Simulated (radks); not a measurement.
The numbers below are computed, except where a source is named.
Pb+, 81 electrons, occupied as [Hg] 6p1 (the NIST ground configuration).

Code: a radial shooting solver on a logarithmic mesh with Libxc functionals. Model: scalar-relativistic Kohn-Sham, SCAN, spin-polarised, spherical densities, finite nucleus; open shells are filled with parallel spins first (spin-orbit coupling, left out, can overturn this in heavy ions); meta-GGA in the generalised Kohn-Sham scheme; Fermi nuclear charge, rms radius 5.5012 fm.

Energy parts (eV):
total: -568147.04
kinetic: 641741.01
electron-nucleus: -1417516.42
Hartree: 218178.17
exchange-correlation: -10549.80

Orbitals (lengths in bohr, moments of r in powers of bohr):
orbital  occ.  eigenvalue (eV)       <r^4>
1s up       1        -88186.57   3.540e-07
1s down     1        -88186.56   3.540e-07
2s up       1        -15810.20  0.00005101
2s down     1        -15810.20  0.00005101
2p up       3        -13562.54  0.00004238
2p down     3        -13562.53  0.00004238
3s up       1        -3814.689    0.001826
3s down     1        -3814.682    0.001826
3p up       3        -3166.664    0.002042
3p down     3        -3166.656    0.002042
3d up       5        -2503.235    0.001574
3d down     5        -2503.226    0.001574
4s up       1        -876.4519     0.03982
4s down     1        -876.4446     0.03982
4p up       3        -663.1295     0.05348
4p down     3        -663.1232     0.05348
4d up       5        -414.9606     0.07223
4d down     5        -414.9494     0.07223
5s down     1        -154.5555      0.9676
5s up       1        -154.5262      0.9657
4f up       7        -142.0830      0.1194
4f down     7        -142.0621      0.1194
5p down     3         -95.6540       1.725
5p up       3         -95.5943       1.728
5d up       5         -29.4209       6.828
5d down     5         -29.3032       6.614
6s up       1         -19.9067       50.56
6s down     1         -19.3437       47.06
6p up       1         -10.3629       158.1

The highest occupied level is 6p up at -10.363 eV. The density falls to 0.001 e/bohr^3 at r = 4.21 bohr. Spin moment in Bohr magnetons: 1.

Empty levels of this run are not shown, since the potential may be unsettled where no density lies.
